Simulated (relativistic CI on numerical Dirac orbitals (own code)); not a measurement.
# Electric-dipole lines of Xe¹⁰⁺

Computed by Dirac-Coulomb-Breit CI, KLI orbitals optimised for each configuration, QED by a radiative potential, unscaled Slater integrals (own radial code, finite nucleus).

Configurations in the expansion (outside the closed core [Ar] 3d10): 4s2.4p6.4d8, 4s2.4p5.4d9, 4s2.4p6.4d7.4f, 4s2.4p6.4d7.5s, 4s.4p6.4d9, 4s2.4p6.4d7.5p, 4s2.4p5.4d8.4f, 4s2.4p6.4d7.5d, 4s2.4p6.4d6.5s.5p, 4s2.4p6.4d6.4f.5s, 4s2.4p6.4d7.6s, 4s.4p6.4d8.4f, 4s2.4p6.4d7.6p, 4s2.4p6.4d7.5f, 4s2.4p5.4d8.5s, 4s2.4p6.4d7.6d, 4s2.4p6.4d7.5g, 4s2.4p6.4d7.7s, 4s2.4p5.4d8.5p, 4s2.4p6.4d7.6f, 4s2.4p6.4d7.7p, 4s2.4p5.4d8.5d, 4s.4p6.4d8.5s, 4s2.4p6.4d6.5s2, 4s2.4p6.4d5.4f.5s2, 4s2.4p6.4d5.5s2.5p, 4s2.4p5.4d6.4f.5s2, 4p6.4d10, 4p5.4d10.4f, 4s.4p6.4d7.5s2, 4s.4p6.4d6.4f.5s2, 4s.4p6.4d6.5s2.5p, 4s.4p5.4d7.4f.5s2. Double excitations out of closed p, d and f shells are left out; levels of such configurations are missing from the list, as are those of other unlisted configurations, and high levels can miss mixing partners. These lack a partner that the ground configuration has and come out too high: 4s2.4p5.4d8.5s, 4s2.4p5.4d8.5p, 4s2.4p5.4d8.5d.

```tsv
λ vac (Å)	Lower	Upper	A (s⁻¹)	log gf	S velocity/length
102.54	4s2.4p6.4d8 3F_4 [1]	4s2.4p6.4d7.4f 3D°_3 [391]	2.19e+11	0.38	0.85
105.42	4s2.4p6.4d8 3F_2 [3]	4s2.4p6.4d7.4f 1D°_2 [372]	1.44e+12	1.08	0.68
105.60	4s2.4p6.4d8 3P_2 [4]	4s2.4p6.4d7.4f 3D°_2 [394]	1.57e+12	1.12	0.67
105.63	4s2.4p6.4d8 3F_3 [2]	4s2.4p6.4d7.4f 3G°_3 [370]	1.11e+12	1.11	0.67
105.66	4s2.4p6.4d8 3F_2 [3]	4s2.4p6.4d7.4f 3G°_3 [370]	6.32e+11	0.87	0.71
105.73	4s2.4p6.4d8 3P_2 [4]	4s2.4p6.4d7.4f 3D°_3 [391]	1.65e+12	1.29	0.69
105.84	4s2.4p6.4d8 3F_4 [1]	4s2.4p6.4d7.4f 3G°_5 [355]	2.01e+12	1.57	0.70
105.85	4s2.4p6.4d8 3F_4 [1]	4s2.4p6.4d7.4f 3D°_3 [354]	1.53e+12	1.25	0.64
105.95	4s2.4p6.4d8 3F_3 [2]	4s2.4p6.4d7.4f 3G°_4 [365]	1.98e+12	1.48	0.70
106.14	4s2.4p6.4d8 3F_3 [2]	4s2.4p6.4d7.4f 3D°_2 [363]	1.18e+12	1.00	0.63
106.15	4s2.4p6.4d8 3F_3 [2]	4s2.4p6.4d7.4f 3F°_3 [362]	6.51e+11	0.89	0.63
106.18	4s2.4p6.4d8 3F_2 [3]	4s2.4p6.4d7.4f 3D°_2 [363]	4.32e+11	0.56	0.66
106.19	4s2.4p6.4d8 3F_2 [3]	4s2.4p6.4d7.4f 3F°_3 [362]	1.16e+12	1.14	0.67
106.30	4s2.4p6.4d8 3F_4 [1]	4s2.4p6.4d7.4f 3F°_4 [353]	1.94e+12	1.47	0.64
106.38	4s2.4p6.4d8 3P_0 [5]	4s2.4p6.4d7.4f 3D°_1 [398]	1.14e+12	0.76	0.66
106.92	4s2.4p6.4d8 3F_2 [3]	4s2.4p6.4d7.4f 3S°_1 [358]	1.43e+12	0.87	0.60
107.41	4s2.4p6.4d8 3P_2 [4]	4s2.4p6.4d7.4f 3S°_1 [369]	7.67e+11	0.60	0.58
107.65	4s2.4p6.4d8 1G_4 [7]	4s2.4p6.4d7.4f 1G°_4 [385]	1.92e+12	1.48	0.58
108.59	4s2.4p6.4d8 3P_1 [6]	4s2.4p6.4d7.4f 3S°_1 [369]	7.46e+11	0.60	0.55
132.46	4s2.4p6.4d8 3F_4 [1]	4s2.4p6.4d7.5p 3G°_5 [149]	5.85e+10	0.23	0.83
```

Terms are leading LS components. Brackets give the number of a level in order of energy, since labels repeat. The list gives strong lines, with weight on those to low levels, among the lowest 400 of 10250 levels, so that lines to higher ones, which can be the strongest, are missing. Levels whose partners in the same complex of configurations lie outside the list can be far off, and so can their lines. Rates are taken at the computed energies, electric ones in the length gauge. A velocity-to-length ratio far from 1 marks an uncertain rate.

At this charge energies of transitions that change n are usually good to better than 1 %, and those within a shell (Δn = 0) to a few per cent. Terms inside the open d or f shell come out 10 to 20 % too wide with unscaled integrals. Levels and lines within the n = 5 or 6 shells can be off by up to 10 % or somewhat more, and those that change n by about 2 %, since core polarisation is missing.

LS names give the leading component of a level, which can be under half, so a name can repeat, a term be missing and a line seem to break the LS rules.
